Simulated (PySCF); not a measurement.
**Computed beside measured shifts**

System: MeOCOCH(CF3)2 (C5H4F6O2), SMILES COC(=O)C(C(F)(F)F)C(F)(F)F.

Atom-mapped SMILES (hydrogens are numbered by the atom that bears them): [CH3:1][O:2][C:3](=[O:4])[CH:5]([C:6]([F:7])([F:8])[F:9])[C:10]([F:11])([F:12])[F:13]

Level of theory: GIAO KT3/pcSseg-1, gas phase, PySCF SCF with an in-house response code, fitting set def2-universal-JFIT, grid level 2, non-relativistic, geometry: GFN2-xTB.

One optimised conformer. Values are averaged over the atoms that symmetry or fast rotation interchanges, on this one geometry and without vibrational averaging. Shifts are the reference shielding less the shielding here, at the same level (13C, 1H against isolated TMS; 19F against isolated CFCl3; 17O against isolated H2O); nuclei without a reference have shieldings only.

Task: What shifts does this level give for O2, O4, and how do they compare with measurement?

Result: 
```json
{"atom": "O2", "nucleus": "17O", "computed / ppm": "193.2", "measured / ppm": "149.1", "computed less measured": "44.1", "measured against": "D2O (external)", "medium of the measurement": "neat"}
{"atom": "O4", "nucleus": "17O", "computed / ppm": "427.7", "measured / ppm": "375.4", "computed less measured": "52.3", "measured against": "D2O (external)", "medium of the measurement": "neat"}
```

Measured values: 17O NMR survey of organic solvents and oxofluorinated compounds, PMC5915748.
